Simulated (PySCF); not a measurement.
Cl2Ga (SMILES [Cl][Ga+][Cl]), charge +1, singlet, at a GFN2-xTB geometry (such geometries of metal compounds can be far from the true shape); DF-R2SCAN/cc-pVDZ (PySCF).

Here is a job for PySCF.
```python
from pyscf import gto, scf, dft

mol = gto.M(
    atom='''
Ga    0.000000    0.000000    0.000000
Cl    0.000000    0.000000    2.070195
Cl   -0.000000   -0.000000   -2.070195
''',
    basis='cc-pvdz',
    charge=1,
    spin=0,
    verbose=4,
)

mf = dft.RKS(mol)
mf.xc = 'r2scan'
mf = mf.density_fit(auxbasis='def2-universal-jkfit')
mf.kernel()
```

Problem. What does PySCF print? Leave out banner, timings and long lists.

Solution. 
```
PySCF version 2.14.0

[INPUT] verbose = 4
[INPUT] num. atoms = 3
[INPUT] num. electrons = 64
[INPUT] charge = 1
[INPUT] spin (= nelec alpha-beta = 2S) = 0
[INPUT] symmetry False subgroup None
[INPUT] Mole.unit = angstrom
[INPUT] Symbol           X                Y                Z      unit          X                Y                Z       unit  Magmom
[INPUT]  1 Ga     0.000000000000   0.000000000000   0.000000000000 AA    0.000000000000   0.000000000000   0.000000000000 Bohr   0.0
[INPUT]  2 Cl     0.000000000000   0.000000000000   2.070195000000 AA    0.000000000000   0.000000000000   3.912101574444 Bohr   0.0
[INPUT]  3 Cl     0.000000000000   0.000000000000  -2.070195000000 AA    0.000000000000   0.000000000000  -3.912101574444 Bohr   0.0

nuclear repulsion = 306.357076163173
number of shells = 16
number of NR pGTOs = 159
number of NR cGTOs = 63
basis = cc-pvdz
ecp = {}

******** <class 'pyscf.df.df_jk.DFRKS'> ********
method = DFRKS
initial guess = minao
damping factor = 0
level_shift factor = 0
DIIS = <class 'pyscf.scf.diis.CDIIS'>
diis_start_cycle = 1
diis_space = 8
diis_damp = 0
SCF conv_tol = 1e-09
SCF conv_tol_grad = None
SCF max_cycles = 50
direct_scf = False
XC library pyscf.dft.libxc version 7.1.2
    S. Lehtola, C. Steigemann, M. J. T. Oliveira, and M. A. L. Marques,  SoftwareX 7, 1–5 (2018)
XC functionals = r2scan
    J. W. Furness, A. D. Kaplan, J. Ning, J. P. Perdew, and J. Sun,  J. Phys. Chem. Lett. 11, 8208–8215 (2020)
    J. W. Furness, A. D. Kaplan, J. Ning, J. P. Perdew, and J. Sun,  J. Phys. Chem. Lett. 11, 9248–9248 (2020)
    J. W. Furness, A. D. Kaplan, J. Ning, J. P. Perdew, and J. Sun,  J. Phys. Chem. Lett. 11, 8208–8215 (2020)
    J. W. Furness, A. D. Kaplan, J. Ning, J. P. Perdew, and J. Sun,  J. Phys. Chem. Lett. 11, 9248–9248 (2020)
radial grids:
    Treutler-Ahlrichs [JCP 102, 346 (1995); DOI:10.1063/1.469408] (M4) radial grids

becke partition: Becke, JCP 88, 2547 (1988); DOI:10.1063/1.454033
pruning grids: <function nwchem_prune>
grids dens level: 3
symmetrized grids: False
atomic radii adjust function: <function treutler_atomic_radii_adjust>
small_rho_cutoff = 0
Set gradient conv threshold to 3.16228e-05
Initial guess from minao.
tot grids = 58664
init E= -2845.02015687695
  HOMO = -0.363900507913438  LUMO = -0.150047791879725  gap/eV = 5.81923
cycle= 1 E= -2844.84079104122  delta_E= 0.179  |g|= 0.515  |ddm|= 1.59
  HOMO = -0.517922127736269  LUMO = -0.401346602648223  gap/eV = 3.17218
cycle= 2 E= -2844.55413931043  delta_E= 0.287  |g|= 1.07  |ddm|=  1.7
  HOMO = -0.555160960822849  LUMO = -0.384549947687768  gap/eV = 4.64256
cycle= 3 E= -2844.92797896936  delta_E= -0.374  |g|= 0.0853  |ddm|= 1.14
  HOMO = -0.541324581499242  LUMO = -0.372981595937593  gap/eV = 4.58085
cycle= 4 E= -2844.92996563814  delta_E= -0.00199  |g|= 0.0154  |ddm|= 0.102
  HOMO = -0.54322399010626  LUMO = -0.374031050728721  gap/eV = 4.60397
cycle= 5 E= -2844.93003591766  delta_E= -7.03e-05  |g|= 0.00166  |ddm|= 0.0155
  HOMO = -0.542987105107083  LUMO = -0.373727855860312  gap/eV = 4.60578
cycle= 6 E= -2844.9300367818  delta_E= -8.64e-07  |g|= 0.000371  |ddm|= 0.00198
  HOMO = -0.543025825645129  LUMO = -0.373739059742184  gap/eV = 4.60653
cycle= 7 E= -2844.93003682103  delta_E= -3.92e-08  |g|= 5.09e-05  |ddm|= 0.000332
  HOMO = -0.543023870317406  LUMO = -0.373741687938218  gap/eV = 4.60640
cycle= 8 E= -2844.93003682204  delta_E= -1.01e-09  |g|= 1.54e-06  |ddm|= 6.04e-05
  HOMO = -0.543024052921489  LUMO = -0.373742012444864  gap/eV = 4.60640
cycle= 9 E= -2844.93003682203  delta_E= 4.55e-12  |g|= 5.56e-08  |ddm|= 2.13e-06
  HOMO = -0.543024045125298  LUMO = -0.37374199431979  gap/eV = 4.60640
Extra cycle  E= -2844.93003682203  delta_E= 9.09e-13  |g|= 9e-08  |ddm|= 1.87e-07
converged SCF energy = -2844.93003682203
```
